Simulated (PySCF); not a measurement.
# A ladder for the ionisation energy of Pr²⁺

Pr²⁺ [Xe] 4f3 (high-spin determinant) → Pr³⁺ [Xe] 4f2 (high-spin determinant). Scalar values calculated with PySCF 2.14 in x2c-TZVPPall (spin-free X2C; valence: [Kr] 4d10 frozen; valence and next inner shell: [Ar] 3d10 frozen). The spin-orbit shift comes from two-component X2C-1e calculations (generalised Hartree-Fock, GHF, and MP2 on its spinors, GMP2) in x2c-TZVPPall-2c: GMP2 gives 21.076 eV without and 21.045 eV with screened spin-orbit coupling, a shift of -0.031 eV (GHF: -0.037 eV). Sums use unrounded values; where a UHF row is shifted, it takes the GHF shift.

```
                                method  scalar (eV)  plus spin-orbit shift (eV)  error (eV)
                                   UHF       19.410                      19.373      -2.250
                                   LDA       22.813                      22.782       1.158
                                   PBE       22.603                      22.572       0.948
                                  PBE0       22.071                      22.040       0.416
                                r2SCAN       22.589                      22.558       0.934
                         MP2 (valence)       20.727                      20.696      -0.928
                     SCS-MP2 (valence)       20.366                      20.335      -1.289
    MP2 (valence and next inner shell)       20.909                      20.878      -0.746
SCS-MP2 (valence and next inner shell)       20.555                      20.524      -1.099
                        CCSD (valence)       20.720                      20.689      -0.935
                     CCSD(T) (valence)       20.839                      20.808      -0.816
```

Reference: 21.624 eV (measured; NIST Atomic Spectra Database, ionization energies).

The errors of the correlated levels include the incompleteness of the basis and the frozen core, so a lower level can come closer by cancellation.

Both determinants mix LS terms of the configuration, so the numbers do not refer to single terms.
